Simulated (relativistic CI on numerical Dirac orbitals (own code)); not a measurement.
Sm4+ (4f4) in a crystal field

Calculated by Dirac-Coulomb-Breit CI, separate exchange-only KLI orbitals for each configuration, model QED (radiative potential, 1s self-energy scaled to tabulated hydrogen-like ionisation energies), valence Slater integrals scaled by 0.75, one configuration in a parametric crystal field (own radial code).

Field parameters in Wybourne normalisation; cubic f-shell fields have B⁴₄ = √(5/14) B⁴₀ and B⁶₄ = −√(7/2) B⁶₀. The field is a parameter set, without covalency.

S and J are read from ⟨S²⟩ = S(S + 1) and ⟨J²⟩ = J(J + 1) of each level; they are not fictitious spins.

Oh, B40 = 2600, B60 = 1210 cm⁻¹, the lowest 16 levels:

```tsv
E (cm⁻¹)	Degeneracy	Irrep	S	J
0.0	3	T2	1.97	4.03
79.0	1	A1	1.97	4.05
290	3	T1	1.97	4.11
652	2	E	1.97	4.06
2144	3	T2	1.98	5.03
2196	2	E	1.98	5.01
2223	3	T1	1.98	5.00
2402	3	T1	1.98	5.02
4187	1	A2	1.98	6.00
4190	3	T2	1.98	5.99
4191	1	A1	1.98	5.99
4192	3	T1	1.98	5.98
4337	3	T2	1.98	6.04
4341	2	E	1.98	6.03
6174	3	T1	1.97	7.01
6187	3	T2	1.97	7.01
```

C2v, B20 = 700, B22 = 160, B40 = -1340, B42 = -800, B44 = 790, B60 = -230, B62 = 450, B64 = 760, B66 = 710 cm⁻¹, the lowest 16 levels:

```tsv
E (cm⁻¹)	Degeneracy	S	J
0.0	1	1.97	4.01
11.5	1	1.97	4.01
151	1	1.97	4.01
184	1	1.97	4.02
222	1	1.97	4.03
279	1	1.97	4.02
312	1	1.97	4.04
406	1	1.97	4.01
451	1	1.97	4.02
2038	1	1.98	5.01
2048	1	1.98	5.00
2053	1	1.98	5.00
2056	1	1.98	5.00
2138	1	1.98	5.00
2150	1	1.98	5.00
2172	1	1.98	5.00
```

D3h, B20 = 560, B40 = -930, B60 = 360, B66 = 440 cm⁻¹, the lowest 16 levels:

```csv
E (cm⁻¹),Degeneracy,S,J
0.0,1,1.97,4.00
63.2,2,1.97,4.01
121,1,1.97,4.00
123,2,1.97,4.00
221,2,1.97,4.00
242,1,1.97,4.00
1966,1,1.98,5.00
1973,2,1.98,5.00
1994,2,1.98,5.00
2025,1,1.98,5.00
2057,2,1.98,5.00
2064,1,1.98,5.00
2097,2,1.98,5.00
3972,1,1.98,6.00
3975,2,1.98,6.00
3989,2,1.98,6.00
```

The next free-ion level lies 1891 cm⁻¹ above the lowest; the field splits the ground level into components whose J stays near 4 as long as their spread is small against that gap.

Levels of this model without a field, named by their leading LS term (the scale mimics covalency, so terms lie below those of the real free ion): 5I_4 0, 5I_5 1891, 5I_6 3894, 5I_7 5940, 5I_8 7990, 5F_1 13901, 5F_2 14350, 5F_3 15472 cm⁻¹.
